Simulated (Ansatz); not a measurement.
One change: `S[SiH](Cl)Cl` becomes `Cl[SiH](Cl)[GeH3]`.

Ansatz, PBE0-D4/def2-TZVP geometries, multiplicity 1. Each molecule was computed in one conformer, which needn't be the lowest.

Scalar relativity is left out up to krypton.

```
                                      property  `S[SiH](Cl)Cl`
           HOMO–LUMO gap (PBE/def2-TZVPP) / eV            5.70
           HOMO energy (B3LYP/def2-TZVPP) / eV           -7.82
         HOMO–LUMO gap (B3LYP/def2-TZVPP) / eV            7.41
             LUMO energy (PBE/def2-TZVPP) / eV           -1.14
       HOMO–LUMO gap (ωB97M-V/def2-TZVPP) / eV           12.11
size of the dipole moment (PBE/def2-TZVPP) / D            1.35
```

What does the change do to each property? (An estimate is asked.)

Computed: 
```tsv
property	`Cl[SiH](Cl)[GeH3]`	shift
HOMO–LUMO gap (PBE/def2-TZVPP) / eV	5.78	0.08
HOMO energy (B3LYP/def2-TZVPP) / eV	-8.00	-0.18
HOMO–LUMO gap (B3LYP/def2-TZVPP) / eV	7.44	0.03
LUMO energy (PBE/def2-TZVPP) / eV	-1.25	-0.11
HOMO–LUMO gap (ωB97M-V/def2-TZVPP) / eV	11.73	-0.38
size of the dipole moment (PBE/def2-TZVPP) / D	1.31	-0.04
```

With PBE0 the HOMO falls by 0.11 eV and the LUMO falls by 0.20 eV, so the gap narrows by about 0.09 eV. PBE moves the HOMO by -0.20 eV and ωB97M-V by 0.05 eV. The zero-point energy changes by 35.9 kJ/mol with +6 modes. Dipoles are sizes alone; their direction can turn.

B3LYP here is the variant with VWN-RPA as its local correlation; programs differ in this.
